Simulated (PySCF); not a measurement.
Gas-phase reaction: TiCl4 + OH ⇌ TiCl3OH + Cl

Method: PySCF energies plus ideal-gas RRHO corrections (1 bar). † marks an energy on the PBE0/def2-TZVP geometry and frequencies; other levels use their own. 6-31G* has spherical d functions here. Open shells (unrestricted): OH (multiplicity 2, electronic degeneracy 4), Cl (multiplicity 2, electronic degeneracy 6); the rest are closed-shell singlets. Spin-orbit splitting is ignored; it lowers the true energy and changes the entropy of OH, Cl. B3LYP is the form with VWN-RPA correlation. TiCl3OH: computed as isolated molecules; such fragments, hydroxides, amides, oligomers or adducts are transient or little studied in the gas. The harmonic model lacks anharmonicity and excited electronic states, which grow with temperature; levels with a mode under 35 cm⁻¹ are left out. Soft modes under 120 cm⁻¹ make the harmonic entropy rough for TiCl4, TiCl3OH. Warning, point group unlike the PBE0 one: TiCl3OH (HF/6-31G*).

```tsv
level	ΔE electronic, kJ	ΔH°(298 K), kJ	ΔS°(298 K), J/K	ΔG°(600 K), kJ
B3LYP/6-31G*	-81	-75	14	-84
B3LYP/def2-TZVP†	-59	-54	17	-64
HF/6-31G*	-68	-62	23	-77
M06-2X/def2-TZVP†	-64	-58	17	-69
PBE0/def2-QZVP†	-49	-43	17	-54
PBE0/def2-SVP†	-64	-58	17	-69
LDA/def2-TZVP†	-76	-70	17	-81
ωB97X-V/def2-TZVP†	-62	-57	17	-67
```
ΔH° is lowest at B3LYP/6-31G* and highest at PBE0/def2-QZVP†. No reference value is set beside these.
